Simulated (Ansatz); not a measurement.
Ansatz (a first-principles code) input for Bi(H)2(Me) (CH5Bi), SMILES [CH3][BiH2], r2SCAN-D4/def2-TZVP. 

Ansatz 0.2 input:
```yaml
crystal:
  periodic: [false, false, false]
  atoms:
    - {symbol: Bi, position_ang: [0.03082144, -0.22790015, -0.00000001]}
    - {symbol: H, position_ang: [-1.23793784, -0.29636227, 1.24093696]}
    - {symbol: H, position_ang: [-1.23793875, -0.29636226, -1.24093607]}
    - {symbol: C, position_ang: [-0.00716338, 2.04647282, 0.00000000]}
    - {symbol: H, position_ang: [0.49573468, 2.42033927, -0.88254059]}
    - {symbol: H, position_ang: [-1.03079273, 2.38892128, 0.00000037]}
    - {symbol: H, position_ang: [0.49573532, 2.42033927, 0.88254023]}
basis:
  gaussian:
    orbitals: def2-TZVP
hamiltonian:
  xc: r2scan
  dispersion: d4
relax: {f_tol: 0.002, max_steps: 200}
```

Output:

```
WARN ansatz: RAYON_NUM_THREADS=1 ignored (pool sized by the plan → 1); use --threads N
Functional definition: r2SCAN
integrals: 0.03 GiB planned
760 factors; their error is unknown
mean field: 0.29 GiB planned
mean field evaluation 1: about -6952.1927 eV, gradient 6.0e1 eV
mean field evaluation 2: about -6935.6377 eV, gradient 9.0e1 eV
mean field evaluation 4: about -6960.8241 eV, gradient 6.2e0 eV
mean field evaluation 8: about -6960.8790 eV, gradient 1.3e-1 eV
mean field evaluation 16: about -6960.8608 eV, gradient 1.1e-4 eV
mean field -6960.86083095 eV, -255.8069172965 hartree, gradient 4.5e-5 eV, S^2 0.000000; 0 other end points of the search recorded, 0 dependent functions left out
the calculation of the forces begins
reference -6960.86084322 eV, -255.8069177475 hartree; 17, 17 occupied and 94, 94 virtual orbitals, 760 factors
relax step   1: F+E_penalty+E_count = -6960.88578122 eV  Δ(F+E_penalty+E_count) = +0.000e0 eV  max|allowed force component| = 2.969e-1 eV/Å  Δτ_max = 0.0000 Å  (30 SCF iters, accepted)
these checks for a lower state are left out or cut short: starts, cluster_reference, orbital_swaps, neighbouring_geometries, increment
integrals: 0.03 GiB planned
760 factors; their error is unknown
mean field: 0.29 GiB planned
mean field -6960.86119403 eV, -255.8069306395 hartree, gradient 1.0e-5 eV, S^2 0.000000; 0 other end points of the search recorded, 0 dependent functions left out
the calculation of the forces begins
reference -6960.86120638 eV, -255.8069310932 hartree; 17, 17 occupied and 94, 94 virtual orbitals, 760 factors
relax step   2: F+E_penalty+E_count = -6960.88609829 eV  Δ(F+E_penalty+E_count) = -3.171e-4 eV  max|allowed force component| = 2.336e-1 eV/Å  Δτ_max = 0.0813 Å  (31 SCF iters, accepted)
these checks for a lower state are left out or cut short: starts, cluster_reference, orbital_swaps, neighbouring_geometries, increment
integrals: 0.03 GiB planned
760 factors; their error is unknown
mean field: 0.29 GiB planned
mean field evaluation 32: about -6960.8723 eV, gradient 2.1e-3 eV
mean field -6960.87232349 eV, -255.8073396395 hartree, gradient 1.3e-5 eV, S^2 0.000000; 0 other end points of the search recorded, 0 dependent functions left out
the calculation of the forces begins
reference -6960.87233579 eV, -255.8073400917 hartree; 17, 17 occupied and 94, 94 virtual orbitals, 760 factors
relax step   3: F+E_penalty+E_count = -6960.89725838 eV  Δ(F+E_penalty+E_count) = -1.116e-2 eV  max|allowed force component| = 2.153e-2 eV/Å  Δτ_max = 0.0534 Å  (32 SCF iters, accepted)
these checks for a lower state are left out or cut short: starts, cluster_reference, orbital_swaps, neighbouring_geometries, increment
integrals: 0.03 GiB planned
760 factors; their error is unknown
mean field: 0.29 GiB planned
mean field -6960.87171914 eV, -255.8073174302 hartree, gradient 1.3e-5 eV, S^2 0.000000; 0 other end points of the search recorded, 0 dependent functions left out
the calculation of the forces begins
reference -6960.87173146 eV, -255.8073178828 hartree; 17, 17 occupied and 94, 94 virtual orbitals, 760 factors
relax step   4: F+E_penalty+E_count = -6960.89663957 eV  Δ(F+E_penalty+E_count) = +6.188e-4 eV  max|allowed force component| = 1.030e-1 eV/Å  Δτ_max = 0.0197 Å  (34 SCF iters, rejected (line search))
these checks for a lower state are left out or cut short: starts, cluster_reference, orbital_swaps, neighbouring_geometries, increment
integrals: 0.03 GiB planned
760 factors; their error is unknown
mean field: 0.29 GiB planned
mean field -6960.87243210 eV, -255.8073436309 hartree, gradient 1.2e-5 eV, S^2 0.000000; 0 other end points of the search recorded, 0 dependent functions left out
the calculation of the forces begins
reference -6960.87244441 eV, -255.8073440833 hartree; 17, 17 occupied and 94, 94 virtual orbitals, 760 factors
relax step   5: F+E_penalty+E_count = -6960.89736064 eV  Δ(F+E_penalty+E_count) = -1.023e-4 eV  max|allowed force component| = 8.822e-3 eV/Å  Δτ_max = 0.0055 Å  (34 SCF iters, accepted)
these checks for a lower state are left out or cut short: starts, cluster_reference, orbital_swaps, neighbouring_geometries, increment
integrals: 0.03 GiB planned
760 factors; their error is unknown
mean field: 0.29 GiB planned
mean field -6960.87243846 eV, -255.8073438646 hartree, gradient 1.2e-5 eV, S^2 0.000000; 0 other end points of the search recorded, 0 dependent functions left out
the calculation of the forces begins
reference -6960.87245077 eV, -255.8073443170 hartree; 17, 17 occupied and 94, 94 virtual orbitals, 760 factors
relax step   6: F+E_penalty+E_count = -6960.89736778 eV  Δ(F+E_penalty+E_count) = -7.134e-6 eV  max|allowed force component| = 2.520e-3 eV/Å  Δτ_max = 0.0009 Å  (34 SCF iters, accepted)
these checks for a lower state are left out or cut short: starts, cluster_reference, orbital_swaps, neighbouring_geometries, increment
integrals: 0.03 GiB planned
760 factors; their error is unknown
mean field: 0.29 GiB planned
mean field evaluation 64: about -6960.8724 eV, gradient 2.1e-3 eV
mean field -6960.87243942 eV, -255.8073438997 hartree, gradient 1.2e-5 eV, S^2 0.000000; 0 other end points of the search recorded, 0 dependent functions left out
the calculation of the forces begins
reference -6960.87245173 eV, -255.8073443522 hartree; 17, 17 occupied and 94, 94 virtual orbitals, 760 factors
relax step   7: F+E_penalty+E_count = -6960.89736846 eV  Δ(F+E_penalty+E_count) = -6.841e-7 eV  max|allowed force component| = 9.830e-5 eV/Å  Δτ_max = 0.0003 Å  (34 SCF iters, accepted)
integrals: 0.03 GiB planned
760 factors; their error is unknown
mean field: 0.29 GiB planned
mean field -6960.87243942 eV, -255.8073438997 hartree, gradient 1.2e-5 eV, S^2 0.000000; 1 other end points of the search recorded, 0 dependent functions left out
the calculation of the forces begins
reference -6960.87245173 eV, -255.8073443522 hartree; 17, 17 occupied and 94, 94 virtual orbitals, 760 factors
Total energy: -6960.89738077 eV, -255.8082604776 hartree
Atom 0 at     0.028878    -0.211042    -0.000000 Å, force     0.000098    -0.000014    -0.000000 eV/Å
Atom 1 at    -1.237183    -0.309598     1.268747 Å, force    -0.000034    -0.000008     0.000019 eV/Å
Atom 2 at    -1.237185    -0.309599    -1.268746 Å, force    -0.000034    -0.000009    -0.000019 eV/Å
Atom 3 at    -0.013613     2.057691     0.000000 Å, force     0.000041    -0.000054     0.000001 eV/Å
Atom 4 at     0.505019     2.409873    -0.890668 Å, force    -0.000007    -0.000006    -0.000078 eV/Å
Atom 5 at    -1.042475     2.408251     0.000000 Å, force    -0.000057     0.000098    -0.000000 eV/Å
Atom 6 at     0.505019     2.409872     0.890668 Å, force    -0.000007    -0.000006     0.000077 eV/Å
Dipole moment:     0.196054     0.052242     0.000000 e Å
```

The run converged.
